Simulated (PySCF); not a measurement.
Molecule: SMILES FB(F)C=S, CHBF₂S.

Cartesian coordinates in Å; atom numbers follow the order of the lines, from 1:
```xyz
6

F     1.245    1.344    0.024
B     0.769    0.125    0.102
F     1.665   -0.805    0.360
C    -0.736   -0.233   -0.091
S    -1.910    0.848   -0.404
H    -1.029   -1.278   -0.013
```

Frames of a GFN2-xTB Langevin trajectory at 300 K; GIAO PBE0/pcSseg-1 shieldings in PySCF 2.14, gas phase, non-relativistic; equivalent atoms averaged within each frame.

Scale: ¹⁹F (σ = 170.95 ppm) against CFCl3; ¹¹B (σ = 100.07 ppm) vs BF3·OEt2; ¹³C (σ = 186.93 ppm), ¹H (σ = 31.72 ppm) against TMS; ³³S (σ = 503.73 ppm) vs CS2 (reference shieldings calculated alike). The references are static minima.

How do the shifts (ppm) fluctuate along the trajectory?

Results:


```
         time (fs)   F1/F3   B2     C4    S5     H6
               250   -90.6  7.7  316.2  2072  14.30
               425   -89.2  4.7  318.6  2158  14.54
               625   -75.8  7.9  325.9  2170  14.31
               800  -101.3  3.9  329.6  2227  14.08
              1000   -99.4  2.5  319.2  2295  14.15
    mean of frames   -91.3  5.3  321.9  2185  14.28
standard deviation    10.1  2.4    5.6    83   0.18
```

5 frames give an uncertainty of the mean of about the standard deviation over 2.2 at best, since frames this close in time may not be independent; classical motion lacks zero-point vibration, and the reference would need the same averaging.
